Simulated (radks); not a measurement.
The carbon ion C2+, 4 electrons, occupied as [He] 2s2. Method: scalar-relativistic Kohn-Sham, BLYP, spin-polarised, spherical densities, point nucleus; computed with a radial shooting solver on a logarithmic mesh with Libxc functionals.

X-ray form factor f0, the Fourier transform of the density (f0(0) = 4):

sin(theta)/lambda (1/angstrom),f0 (electrons)
0.05,3.917
0.1,3.688
0.15,3.362
0.2,2.999
0.25,2.650
0.3,2.347
0.4,1.915
0.5,1.672
0.6,1.529
0.8,1.327
1,1.126
1.25,0.881
1.5,0.671
2,0.382
